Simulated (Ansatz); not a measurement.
Consider the cleavage of the Al–Si bond: `O[SiH](O)[AlH2]` + HBr → `[AlH2][Br]` + `O[SiH2]O`.

Program: Ansatz. Geometries: PBE0-D4/def2-TZVP. ΔE: electronic, gas phase. CCSD(T)/CBS is the MP2 limit (def2-TZVPP, def2-QZVPP) plus CCSD(T) − MP2 in def2-TZVPP, frozen cores. Functionals use def2-TZVPP. B3LYP here is the variant with VWN-RPA as its local correlation; programs differ in this. HSE06 is defined as in plane-wave codes. For Br outer-core shells are correlated without core-valence functions, which leaves a few kJ/mol of doubt a bond. Scalar relativity is left out up to krypton. One conformer a species, not always the lowest.

`O[SiH](O)[AlH2]`:

Z-matrix (Å, degrees):
```
Si
O 1 1.656
Al 1 2.480 2 110.2
O 1 1.656 2 113.0 3 -123.8
H 1 1.482 2 103.7 3 124.6
H 2 0.958 1 118.1 3 47.2
H 3 1.597 1 118.6 2 -62.5
H 3 1.590 1 123.5 2 117.5
H 4 0.958 1 118.1 2 76.5
```

HBr:

```xyz
2

Br   -0.367   -0.322    0.516
H     0.367    0.322   -0.516
```

`[AlH2][Br]`:

Z-matrix (Å, degrees):
```
Al
Br 1 2.256
H 1 1.576 2 117.6
H 1 1.576 2 117.6 3 180.0
```

`O[SiH2]O`:

```xyz
7

O    -0.543   -0.056   -1.344
Si    0.117   -0.399    0.120
O     0.290    0.918    1.085
H    -1.451    0.250   -1.363
H    -0.751   -1.304    0.907
H     1.428   -1.003   -0.214
H     0.910    1.594    0.809
```

| level | ΔE (kJ/mol) | difference from CCSD(T)/CBS |
| --- | --- | --- |
| LDA (SPW92) | -172.4 | 24.2 |
| revPBE-D4 | -170.1 | 26.5 |
| BLYP-D4 | -179.7 | 16.9 |
| r2SCAN-D4 | -192.9 | 3.7 |
| B97M-V | -191.0 | 5.6 |
| PBE0-D4 | -182.9 | 13.7 |
| B3LYP-D4 | -189.1 | 7.5 |
| r2SCANh-D4 | -195.4 | 1.2 |
| r2SCAN0-D4 | -198.8 | -2.2 |
| HSE06-D4 | -183.1 | 13.5 |
| BHLYP-D4 | -202.1 | -5.5 |
| CAM-B3LYP-D4 | -194.2 | 2.4 |
| ωB97M-V | -199.3 | -2.7 |
| B2PLYP | -198.5 | -1.9 |
| PBE-QIDH | -198.3 | -1.7 |
| PBE | -173.4 | 23.2 |
| BLYP | -183.8 | 12.8 |
| r2SCAN | -193.7 | 2.9 |
| PBE0 | -185.1 | 11.5 |
| B3LYP | -192.6 | 4.0 |
| r2SCANh | -196.2 | 0.4 |
| r2SCAN0 | -199.7 | -3.1 |
| HSE06 | -185.2 | 11.4 |
| CAM-B3LYP | -196.5 | 0.1 |
| LC-ωPBE | -190.0 | 6.6 |
| RPA@PBE/def2-TZVPP | -187.2 | 9.4 |
| HF/def2-SVP | -217.6 | -21.0 |
| CCSD/def2-SVP | -200.1 | -3.5 |
| CCSD(T)/def2-SVP | -197.6 | -1.0 |
| HF/def2-TZVPP | -219.9 | -23.3 |
| MP2/def2-TZVPP | -206.4 | -9.8 |
| SCS-MP2/def2-TZVPP | -204.5 | -7.9 |
| CCSD/def2-TZVPP | -196.8 | -0.2 |
| CCSD(T)/def2-TZVPP | -193.7 | 2.9 |
| HF/def2-QZVPP | -219.5 | -22.9 |
| MP2/def2-QZVPP | -207.9 | -11.3 |
| SCS-MP2/def2-QZVPP | -206.0 | -9.4 |
| HF/CBS(def2) | -219.4 | -22.8 |
| MP2/CBS(def2) | -209.3 | -12.7 |
| CCSD/CBS(def2) | -199.7 | -3.1 |
| CCSD(T)/CBS | -196.6 | 0 |

Largest T1 diagnostic among the species: 0.013.

From r2SCAN to r2SCAN0 (25 % exact exchange), in def2-TZVPP and without D4, ΔE moves by −6.1 kJ/mol. The D4 term adds +3.6 kJ/mol with B3LYP and +2.1 kJ/mol with PBE0; it sums over pairs of atoms, weighted by their polarisabilities, and B3LYP, whose exchange is more repulsive, gets the larger term. In def2-TZVPP, CCSD(T) changes the Hartree–Fock value by +26.3 kJ/mol (the triples alone add +3.1 kJ/mol) and MP2 by +13.5 kJ/mol.
